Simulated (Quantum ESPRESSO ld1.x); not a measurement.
Values are calculated unless marked as measured or tabulated.
The mean radii <r> (bohr) of the occupied orbitals of an atom or ion are listed with their occupations. Level of theory: scalar-relativistic Kohn-Sham, exchange-only LDA, spin-polarised, spherical densities, point nucleus (ld1.x of Quantum ESPRESSO 7.5).

orbital  occ.     <r>
1s up       1  0.5107

Name the element and its charge. Open shells, if any, are filled with parallel spins first.

Answer. Z = 3, lithium, charge +2: Li2+ in 1s1. The 1s radius gives Z: for a bare nucleus <r> = (2 gamma + 1)/(2Z) with gamma = sqrt(1 - (Z/c)^2), 0.4999 bohr for Z = 3, and the self-interaction of the functional makes it slightly larger (0.5107 here). The occupations add up to 1, and the charge is Z minus that.
